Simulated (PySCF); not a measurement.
Computed IR spectrum (relative IR intensity) of a molecule C2H8Ge2. The structure is a stationary point at PBE-D3(BJ)/def2-SVP. One conformer was computed; it need not be the lowest. All values below come from PBE-D3(BJ)/def2-SVP (PySCF 2.14.0). Frequencies are harmonic and unscaled.

ν (cm⁻¹): 561 (w), 574 (m), 625 (m), 791 (vs), 846 (w), 860 (w), 995 (w), 1132 (w), 2068 (s), 2076 (s), 2091 (s), 3055 (vw) (against the strongest line: vs over 80 %, s over 45 %, m over 15 %, w over 4 %, vw less)

Task: Which molecule gave these data?
A. [CH2]1[GeH2][CH2][GeH2]1
B. [CH2]1[CH2][GeH2][GeH2]1
C. C=[C]([GeH3])[GeH3]
D. [GeH3]/[CH]=[CH]/[GeH3]

Result: D, [GeH3]/[CH]=[CH]/[GeH3]
